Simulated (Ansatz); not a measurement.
Na4H5⁻, relaxed as a singlet with RKS PBE-D4/def2-SVPD in Ansatz, starting from the GFN1-xTB geometry. Force threshold 0.02 eV/Å.

The restricted singlet is unstable towards broken spin symmetry in Hartree–Fock (as tested in another run); at PBE-D4/def2-SVPD this wasn't settled. The highest occupied level of the charge -1 singlet lies above zero (up to 0.73 eV). The electron is either unbound and held by the finite basis, or the level is raised by self-interaction error. In the singlet, H7 and H8 lie 0.78 Å apart (atoms count from 1), so H2 has formed as a molecule. Another isomer (singlet) lies 0.77 eV lower at PBE0-D4/def2-TZVPD; other spin states weren't run for this one.

Start:

```xyz
9

Na   -2.369   -0.971   -0.670
Na    1.213   -0.803    1.632
Na   -0.360    1.223   -0.282
Na   -0.121   -3.221    0.614
H     1.650   -2.737    1.955
H    -2.338    1.254   -0.720
H     0.994    1.968   -1.715
H     0.321    2.125   -2.059
H     1.011    1.162    1.245
```

Problem. Estimate the energy that the relaxation releases and the steps that it takes.

Solution. 37.3 kJ/mol, in 16 steps; 44 s on 4 threads of Intel Xeon on a shared host. The force fell under the threshold at step 13, but the optimiser went on. No frequencies were taken in this run, so the end may be a saddle point.

Problem. Does the start keep its bonding and symmetry?

Solution. Bonds lost: Na3–H7, Na3–H8 (atoms count from 1).

Problem. Predict the relaxed structure.

Solution. 
Cartesian coordinates in Å:
```
Na -2.2331 -0.8161 -1.0765
Na 1.4997 -0.6830 1.8053
Na -0.6246 1.6032 0.4365
Na -0.0918 -3.1299 0.3619
H 1.6819 -2.7316 1.7344
H -2.1900 1.4506 -0.8970
H 0.8541 1.4362 -2.0126
H 0.0831 1.5280 -2.0307
H 1.0207 1.3427 1.6786
```
Bond lengths (bridged metal pairs left out): 1 × Na–Na 3.47 Å; 6 × H–Na 2.06 to 2.28 Å.
